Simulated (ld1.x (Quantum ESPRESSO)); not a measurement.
## BP86 TM dataset for Ca, scalar-relativistic all-electron reference.

The input file (ld1.x (Quantum ESPRESSO) 7.5):

```
&input
   title='Ca', zed=20., rel=1, dft='BP', iswitch=3,
   config='[Ar] 3d0 4s2 4p0',
   nld=3, rlderiv=4.00, eminld=-4.0, emaxld=5.0, deld=0.02
 /
 &inputp
   pseudotype=2, tm=.true., lloc=2,
   nlcc=.true.,
   file_pseudopw='Ca.UPF', file_wfcaegen='ae.wfc', file_wfcncgen='nc.wfc', file_beta='beta', file_chi='chi'
 /
3
4S  1  0   2.00   0.00  3.70  3.70  0.0
3P  2  1   6.00   0.00  1.80  1.80  0.0
3D  3  2   0.00   0.00  3.15  3.15  0.0
 &test
   configts(1)='3p6 3d0 4s2 4p0'
 /
```

Command:

```bash
ld1.x < Ca.in > Ca.out
```

Output (shortened: banner, matrices, multipoles, cross overlaps and the repeated all-electron block are left out):

```
Program LD1 v.7.5
     --------------------------- All-electron run ----------------------------

     Ca
     scalar relativistic calculation

     atomic number is 20.00
     dft =BP   lsd =0 sic =0 latt =0  beta=0.20 tr2=1.0E-14
     Exchange-correlation= BP
                           (   1   1   1   1   0   0   0)
     mesh =1169 r(mesh) =  99.90979 a.u. xmin = -7.00 dx = 0.01250
     1 Ry =  13.60569312 eV, c = 137.03599908

     n l     nl                  e(Ry)          e(Ha)          e(eV)
     1 0     1S 1( 2.00)      -290.4097      -145.2048     -3951.2249
     2 0     2S 1( 2.00)       -30.4759       -15.2380      -414.6458
     2 1     2P 1( 6.00)       -24.6209       -12.3105      -334.9847
     3 0     3S 1( 2.00)        -3.4650        -1.7325       -47.1437
     3 1     3P 1( 6.00)        -2.0631        -1.0315       -28.0695
     3 2     3D 1( 0.00)        -0.1515        -0.0758        -2.0614
     4 0     4S 1( 2.00)        -0.2854        -0.1427        -3.8832
     4 1     4P 1( 0.00)        -0.1086        -0.0543        -1.4773

     final scf error:  4.8E-15 reached in  33 iterations

     Etot =   -1361.243685 Ry,    -680.621842 Ha,  -18520.663840 eV

     Ekin =    1370.478264 Ry,     685.239132 Ha,   18646.306698 eV
     Encl =   -3232.225142 Ry,   -1616.112571 Ha,  -43976.663384 eV
     Eh   =     573.068690 Ry,     286.534345 Ha,    7796.996732 eV
     Exc  =     -72.565497 Ry,     -36.282749 Ha,    -987.303887 eV

     normalization and overlap integrals

     s(1S/1S) =  1.000000  <r> =   0.0768  <r2> =    0.0079  r(max) =   0.0500
     s(2S/2S) =  1.000000  <r> =   0.3643  <r2> =    0.1572  r(max) =   0.2987
     s(2P/2P) =  1.000000  <r> =   0.3278  <r2> =    0.1330  r(max) =   0.2477
     s(3S/3S) =  1.000000  <r> =   1.1561  <r2> =    1.5434  r(max) =   0.9918
     s(3P/3P) =  1.000000  <r> =   1.2721  <r2> =    1.9115  r(max) =   1.0427
     s(3D/3D) =  1.000000  <r> =   2.3638  <r2> =    7.8462  r(max) =   1.2735
     s(4S/4S) =  1.000000  <r> =   3.9939  <r2> =   18.2894  r(max) =   3.3763
     s(4P/4P) =  1.000000  <r> =   5.3125  <r2> =   32.7887  r(max) =   4.3897

     ------------------------ End of All-electron run ------------------------

     --------------------- Generating NC pseudopotential ---------------------

      Generating local pot.: lloc=2, matching radius rcloc =   3.1500

      Computing core charge for nlcc:

       r > 0.64 : true rho core
       r < 0.64 : rho core = a sin(br)/r    a=  10.99  b=   3.98

      Integrated core pseudo-charge :   4.07

      Wfc   4S  rcut= 3.685  Using Troullier-Martins method

      Wfc   3P  rcut= 1.785  Using Troullier-Martins method

     ------------------- End of pseudopotential generation -------------------

     Computing logarithmic derivative in   3.99697
     Computing logarithmic derivative in   3.99697
     Computing the partial wave expansion
     R is outside the sphere for l=    0 j= 0.00
     R is outside the sphere for l=    1 j= 0.00
       no projector for channel:   2

     ---------------------- Testing the pseudopotential ----------------------

     Ca
     scalar relativistic calculation

     atomic number is 20.00   valence charge is  8.00
     dft =BP   lsd =0 sic =0 latt =0  beta=0.20 tr2=1.0E-14
     mesh =1169 r(mesh) =  99.90979 xmin = -7.00 dx = 0.01250

     n l     nl             e AE (Ry)        e PS (Ry)    De AE-PS (Ry)
     2 1     3P   1( 6.00)       -2.06307       -2.06308        0.00000
     3 2     3D   1( 0.00)       -0.15151       -0.15151        0.00000
     1 0     4S   1( 2.00)       -0.28541       -0.28541        0.00000
     3 1     4P   1( 0.00)       -0.10858       -0.09182       -0.01677  !

     eps = 2.2E-16  iter =  6

     Etot =   -1361.243685 Ry,    -680.621842 Ha,  -18520.663840 eV
     Etotps =   -50.769948 Ry,     -25.384974 Ha,    -690.760339 eV

     Ekin =      21.564336 Ry,      10.782168 Ha,     293.397735 eV
     Encl =     -95.105203 Ry,     -47.552601 Ha,   -1293.972200 eV
     Ehrt =      33.237488 Ry,      16.618744 Ha,     452.219062 eV
     Ecxc =     -14.688980 Ry,      -7.344490 Ha,    -199.853749 eV
     (Ecc =      -5.942666 Ry,      -2.971333 Ha,     -80.854086 eV)
     Epseu=       4.222410 Ry,       2.111205 Ha,      57.448813 eV

     ---------------------- End of pseudopotential test ----------------------
```

Note: ghost state, extra bound levels that the all-electron valence spectrum of the same l lacks: s at -29.0 eV. A true bound ghost makes a file unfit for plane-wave use.

Generation and configuration tests took about 1.1 s on one core of a shared server CPU.

Transferability test of the new file with ld1.x, input:

```
&input
   title='Ca', zed=20., rel=1, dft='BP', iswitch=2,
   config='[Ar] 3d0 4s2 4p0'
 /
 &test
   file_pseudo='Ca.UPF', nconf=8,
   configts(1)='3p6 3d0 4s2 4p0',
   configts(2)='3p6 3d0 4s1 4p0',
   configts(3)='3p6 3d0 4s0 4p0',
   configts(4)='3p6 3d0 4s1.5 4p0',
   configts(5)='3p6 3d1 4s1 4p0',
   configts(6)='3p6 3d0 4s0 4p2',
   configts(7)='3p6 3d0 4s1 4p1',
   configts(8)='3p6 3d1 4s0 4p0'
 /
```

```bash
ld1.x < Ca.test.in > Ca.test.out
```

Pseudopotential blocks of its output, shortened (energy terms left out; the distinct warnings before each block abridged to one line each):

```
     ---------------------- Testing the pseudopotential ----------------------

     n l     nl             e AE (Ry)        e PS (Ry)    De AE-PS (Ry)
     2 1     3P   1( 6.00)       -2.06307       -2.06308        0.00000
     3 2     3D   1( 0.00)       -0.15151       -0.15151        0.00000
     1 0     4S   1( 2.00)       -0.28541       -0.28541        0.00000
     3 1     4P   1( 0.00)       -0.10858       -0.09182       -0.01677  !

     eps = 7.1E-15  iter =  5

     Etot =   -1361.243685 Ry,    -680.621842 Ha,  -18520.663840 eV
     Etotps =   -50.769949 Ry,     -25.384975 Ha,    -690.760352 eV

     ---------------------- End of pseudopotential test ----------------------

          ---------------------- Testing the pseudopotential ----------------------

     n l     nl             e AE (Ry)        e PS (Ry)    De AE-PS (Ry)
     2 1     3P   1( 6.00)       -2.57101       -2.56701       -0.00400
     3 2     3D   1( 0.00)       -0.62275       -0.62003       -0.00271
     1 0     4S   1( 1.00)       -0.67136       -0.67153        0.00018
     3 1     4P   1( 0.00)       -0.44607       -0.41547       -0.03060  !

     eps = 2.5E-15  iter =  7

     Etot =   -1360.769241 Ry,    -680.384621 Ha,  -18514.208711 eV
     Etotps =   -50.295457 Ry,     -25.147729 Ha,    -684.304555 eV
     dEtot_ae =       0.474443 Ry
     dEtot_ps =       0.474492 Ry,   Delta E=      -0.000049 Ry

     ---------------------- End of pseudopotential test ----------------------

          Warning: n=2, l=1 expected 0 nodes, found 1
     ---------------------- Testing the pseudopotential ----------------------

     n l     nl             e AE (Ry)        e PS (Ry)    De AE-PS (Ry)
     2 1     3P   1( 6.00)       -3.17020       -3.16075       -0.00945  !
     3 2     3D   1( 0.00)       -1.17023       -1.16204       -0.00819  !
     1 0     4S   1( 0.00)       -1.04419       -1.04792        0.00373
     3 1     4P   1( 0.00)       -0.76948       -0.72587       -0.04361  !

     eps = 2.1E-16  iter =  7

     Etot =   -1359.902008 Ry,    -679.951004 Ha,  -18502.409391 eV
     Etotps =   -49.427029 Ry,     -24.713514 Ha,    -672.488985 eV
     dEtot_ae =       1.341677 Ry
     dEtot_ps =       1.342921 Ry,   Delta E=      -0.001243 Ry

     ---------------------- End of pseudopotential test ----------------------

          ---------------------- Testing the pseudopotential ----------------------

     n l     nl             e AE (Ry)        e PS (Ry)    De AE-PS (Ry)
     2 1     3P   1( 6.00)       -2.30376       -2.30209       -0.00167
     3 2     3D   1( 0.00)       -0.37490       -0.37390       -0.00100
     1 0     4S   1( 1.50)       -0.47246       -0.47247        0.00001
     3 1     4P   1( 0.00)       -0.27057       -0.24692       -0.02365  !

     eps = 1.8E-15  iter =  7

     Etot =   -1361.054841 Ry,    -680.527420 Ha,  -18518.094486 eV
     Etotps =   -50.581099 Ry,     -25.290550 Ha,    -688.190915 eV
     dEtot_ae =       0.188844 Ry
     dEtot_ps =       0.188850 Ry,   Delta E=      -0.000006 Ry

     ---------------------- End of pseudopotential test ----------------------

          ---------------------- Testing the pseudopotential ----------------------

     n l     nl             e AE (Ry)        e PS (Ry)    De AE-PS (Ry)
     2 1     3P   1( 6.00)       -1.90457       -1.89973       -0.00484
     3 2     3D   1( 1.00)       -0.06316       -0.06317        0.00001
     1 0     4S   1( 1.00)       -0.25273       -0.25046       -0.00227
     3 1     4P   1( 0.00)       -0.09724       -0.08333       -0.01391  !

     eps = 6.2E-15  iter = 28

     Etot =   -1361.074858 Ry,    -680.537429 Ha,  -18518.366840 eV
     Etotps =   -50.603445 Ry,     -25.301722 Ha,    -688.494943 eV
     dEtot_ae =       0.168826 Ry
     dEtot_ps =       0.166504 Ry,   Delta E=       0.002322 Ry

     ---------------------- End of pseudopotential test ----------------------

          ---------------------- Testing the pseudopotential ----------------------

     n l     nl             e AE (Ry)        e PS (Ry)    De AE-PS (Ry)
     2 1     3P   1( 6.00)       -2.25342       -2.28951        0.03609  !
     3 2     3D   1( 0.00)       -0.30419       -0.33792        0.03374  !
     1 0     4S   1( 0.00)       -0.37305       -0.39415        0.02110  !
     3 1     4P   1( 2.00)       -0.18130       -0.17666       -0.00464

     eps = 9.8E-15  iter = 31

     Etot =   -1360.875049 Ry,    -680.437525 Ha,  -18515.648299 eV
     Etotps =   -50.358660 Ry,     -25.179330 Ha,    -685.164478 eV
     dEtot_ae =       0.368635 Ry
     dEtot_ps =       0.411289 Ry,   Delta E=      -0.042654 Ry

     ---------------------- End of pseudopotential test ----------------------

          ---------------------- Testing the pseudopotential ----------------------

     n l     nl             e AE (Ry)        e PS (Ry)    De AE-PS (Ry)
     2 1     3P   1( 6.00)       -2.16216       -2.18099        0.01884  !
     3 2     3D   1( 0.00)       -0.23119       -0.24903        0.01784  !
     1 0     4S   1( 1.00)       -0.33355       -0.34574        0.01219  !
     3 1     4P   1( 1.00)       -0.14917       -0.13995       -0.00922  !

     eps = 8.1E-15  iter = 13

     Etot =   -1361.063273 Ry,    -680.531637 Ha,  -18518.209214 eV
     Etotps =   -50.570652 Ry,     -25.285326 Ha,    -688.048777 eV
     dEtot_ae =       0.180412 Ry
     dEtot_ps =       0.199297 Ry,   Delta E=      -0.018885 Ry

     ---------------------- End of pseudopotential test ----------------------

          ---------------------- Testing the pseudopotential ----------------------

     n l     nl             e AE (Ry)        e PS (Ry)    De AE-PS (Ry)
     2 1     3P   1( 6.00)       -2.29489       -2.29270       -0.00219
     3 2     3D   1( 1.00)       -0.42080       -0.42644        0.00564  !
     1 0     4S   1( 0.00)       -0.56160       -0.55883       -0.00277
     3 1     4P   1( 0.00)       -0.36033       -0.33361       -0.02672  !

     eps = 9.8E-15  iter = 24

     Etot =   -1360.667825 Ry,    -680.333913 Ha,  -18512.828874 eV
     Etotps =   -50.198781 Ry,     -25.099390 Ha,    -682.989207 eV
     dEtot_ae =       0.575859 Ry
     dEtot_ps =       0.571169 Ry,   Delta E=       0.004691 Ry

     ---------------------- End of pseudopotential test ----------------------
```
